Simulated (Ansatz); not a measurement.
Cartesian coordinates (Å):
SMILES: C(=C=C)C=O
```xyz
9

C      1.8461    -0.1954     0.1255
C      0.6337    -0.3080    -0.3179
C     -0.6039    -0.3862    -0.7387
C     -1.6382     0.5363    -0.2359
O     -2.7916     0.5057    -0.5913
H      2.1769    -0.7432     1.0004
H      2.5682     0.4429    -0.3707
H     -0.9116    -1.1281    -1.4680
H     -1.2795     1.2759     0.5062
```
Charge 0, spin multiplicity 1.

Calculation: frozen-core CCSD(T)/def2-TZVPP // B3LYP-D3(BJ)/def2-TZVP in Ansatz (a program for electronic structure). The restricted HF reference is unstable towards unrestricted orbitals.

```yaml
HF energy: -228.68415 Ha
MP2 correlation energy: -0.84630 Ha
```

Estimate the CCSD correlation energy, the (T) correction, the total energy and the T1 diagnostic.


```
Quantity                         Value
-----------------------  -------------
CCSD correlation energy    -0.87080 Ha
(T) correction             -0.04257 Ha
CCSD(T) total energy     -229.59751 Ha
T1 diagnostic                    0.015
```
